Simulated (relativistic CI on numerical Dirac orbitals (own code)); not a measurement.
**Energy levels of Rh23+**

These numbers are calculated, not measured: Dirac-Coulomb-Breit CI, separate exchange-only KLI orbitals for each configuration, a model potential for QED, unscaled Slater integrals (own radial code, finite nucleus).

CI space (outside the closed core [Ne]): 3s²3p⁶3d⁴, 3s²3p⁵3d⁵, 3s3p⁶3d⁵, 3s²3p⁶3d³4s, 3s²3p⁶3d³4p, 3s²3p⁶3d³4d, 3s²3p⁶3d³4f, 3s²3p⁵3d⁴4s, 3s²3p⁶3d²4s4p, 3s3p⁶3d⁴4s, 3s²3p⁶3d³5s, 3p⁶3d⁶, 3p⁵3d⁷, 3s²3p⁶3d²4s², 3s²3p⁶3d4s²4p, 3s²3p⁶3d4s²4d, 3s²3p⁶3d4s²4f, 3s²3p⁶3d²4p², 3s²3p⁶3d4s4p², 3s²3p⁶3d4p³, 3s²3p⁶3d4p²4d, 3s²3p⁶3d4p²4f. Double excitations out of closed p, d and f shells are left out; levels of such configurations are missing from the list, as are those of other unlisted configurations, and high levels can miss mixing partners. These lack a partner that the ground configuration has and come out too high: 3s²3p⁵3d⁴4s.

The lowest level is 3s²3p⁶3d⁴ ⁵D0, with 70 % of that term; Hund's rules for 3s²3p⁶3d⁴ give ⁵D with J = 0, in agreement.

| No. | Configuration | Term | J | E (cm⁻¹) | % | Landé g | Lifetime (s) |
| --- | --- | --- | --- | --- | --- | --- | --- |
| 1 | 3s²3p⁶3d⁴ | ⁵D | 0 | 0 | 70 |  |  |
| 2 | 3s²3p⁶3d⁴ | ⁵D | 1 | 17789 | 87 | 1.496 | 4.17e-03 |
| 3 | 3s²3p⁶3d⁴ | ⁵D | 2 | 34159 | 93 | 1.478 | 4.61e-03 |
| 4 | 3s²3p⁶3d⁴ | ⁵D | 3 | 47607 | 90 | 1.463 | 9.80e-03 |
| 5 | 3s²3p⁶3d⁴ | ⁵D | 4 | 57294 | 76 | 1.422 | 4.74e-02 |
| 6 | 3s²3p⁶3d⁴ | ³P | 0 | 91593 | 56 |  | 1.27e-04 |
| 7 | 3s²3p⁶3d⁴ | ³H | 4 | 98954 | 58 | 0.951 | 1.08e-03 |
| 8 | 3s²3p⁶3d⁴ | ³G | 3 | 119963 | 62 | 0.895 | 4.42e-04 |
| 9 | 3s²3p⁶3d⁴ | ³H | 5 | 122384 | 78 | 1.067 | 2.31e-03 |
| 10 | 3s²3p⁶3d⁴ | ³F | 2 | 125250 | 75 | 0.775 | 3.29e-04 |
| 11 | 3s²3p⁶3d⁴ | ³P | 1 | 125609 | 80 | 1.399 | 1.77e-04 |
| 12 | 3s²3p⁶3d⁴ | ³H | 6 | 131949 | 77 | 1.125 | 8.47e-02 |
| 13 | 3s²3p⁶3d⁴ | ³G | 4 | 145423 | 50 | 1.046 | 4.97e-04 |
| 14 | 3s²3p⁶3d⁴ | ³P | 2 | 153822 | 51 | 1.300 | 8.46e-04 |
| 15 | 3s²3p⁶3d⁴ | ³F | 4 | 154021 | 36 | 1.113 | 3.19e-04 |
| 16 | 3s²3p⁶3d⁴ | ³F | 3 | 162078 | 59 | 1.082 | 4.49e-04 |
| 17 | 3s²3p⁶3d⁴ | ³D | 3 | 171529 | 58 | 1.177 | 2.05e-04 |
| 18 | 3s²3p⁶3d⁴ | ³G | 5 | 178032 | 78 | 1.160 | 5.33e-04 |
| 19 | 3s²3p⁶3d⁴ | ³P | 2 | 184028 | 35 | 1.176 | 1.64e-04 |
| 20 | 3s²3p⁶3d⁴ | ¹I | 6 | 188376 | 77 | 1.035 | 4.65e-04 |
| 21 | 3s²3p⁶3d⁴ | ³D | 1 | 191835 | 88 | 0.610 | 1.45e-04 |
| 22 | 3s²3p⁶3d⁴ | ¹G | 4 | 215368 | 49 | 1.068 | 2.19e-04 |
| 23 | 3s²3p⁶3d⁴ | ¹S | 0 | 215522 | 77 |  | 1.44e-04 |
| 24 | 3s²3p⁶3d⁴ | ¹D | 2 | 227671 | 35 | 1.105 | 1.67e-04 |
| 25 | 3s²3p⁶3d⁴ | ¹F | 3 | 237241 | 68 | 1.046 | 2.24e-04 |
| 26 | 3s²3p⁶3d⁴ | ³P | 2 | 259925 | 75 | 1.334 | 2.36e-04 |
| 27 | 3s²3p⁶3d⁴ | ³F | 4 | 270535 | 76 | 1.192 | 1.10e-04 |
| 28 | 3s²3p⁶3d⁴ | ³F | 2 | 282554 | 69 | 0.809 | 1.36e-04 |
| 29 | 3s²3p⁶3d⁴ | ³F | 3 | 285987 | 80 | 1.069 | 2.70e-04 |
| 30 | 3s²3p⁶3d⁴ | ³P | 1 | 291885 | 98 | 1.484 | 1.34e-04 |
| 31 | 3s²3p⁶3d⁴ | ³P | 0 | 306136 | 90 |  | 2.00e-04 |
| 32 | 3s²3p⁶3d⁴ | ¹G | 4 | 307779 | 82 | 1.037 | 1.35e-04 |
| 33 | 3s²3p⁶3d⁴ | ¹D | 2 | 383076 | 95 | 0.998 | 1.08e-04 |
| 34 | 3s²3p⁶3d⁴ | ¹S | 0 | 484338 | 95 |  | 4.53e-05 |
| 35 | 3p⁵3d⁵(6S) | ⁷P° | 4 | 1130954 | 92 | 1.727 | 1.30e-08 |
| 36 | 3p⁵3d⁵(6S) | ⁷P° | 3 | 1180411 | 71 | 1.834 | 4.24e-10 |
| 37 | 3p⁵3d⁵(6S) | ⁵P° | 2 | 1213643 | 49 | 1.922 | 2.88e-10 |
| 38 | 3p⁵3d⁵(4D) | ⁵P° | 1 | 1247399 | 89 | 2.381 | 1.24e-09 |
| 39 | 3p⁵3d⁵(4P) | ⁵D° | 4 | 1248791 | 40 | 1.366 | 4.82e-10 |
| 40 | 3p⁵3d⁵(4G) | ⁵G° | 6 | 1253137 | 73 | 1.292 | 3.59e-08 |
| 41 | 3p⁵3d⁵(4G) | ⁵G° | 5 | 1258482 | 58 | 1.262 | 1.21e-09 |
| 42 | 3p⁵3d⁵(4G) | ⁵G° | 4 | 1270269 | 57 | 1.181 | 2.26e-10 |
| 43 | 3p⁵3d⁵(4G) | ⁵G° | 3 | 1271489 | 57 | 0.978 | 3.24e-10 |
| 44 | 3p⁵3d⁵(4G) | ⁵G° | 2 | 1272019 | 41 | 0.766 | 2.60e-10 |
| 45 | 3p⁵3d⁵(4P) | ⁵D° | 3 | 1282420 | 52 | 1.394 | 6.85e-11 |

Energies count from the lowest computed level; ° marks odd parity; lifetimes are radiative, by E1, M1, E2, M2, E3 decay to levels of this space only. Percentages are summed over parent terms; the parents shown are those of the largest component, closed shells are left out there.

The mean weight of the leading LS term, summed over parents, in these 45 levels is 69 %, and that of the leading jj configuration (from the same eigenvectors) 61 %.

At this charge energies of transitions that change n are usually good to better than 1 %, and those within a shell (Δn = 0) to a few per cent. Terms inside the open d or f shell come out 10 to 20 % too wide with unscaled integrals.

LS names give the leading component of a level, which can be under half, so a name can repeat, a term be missing and a line seem to break the LS rules.
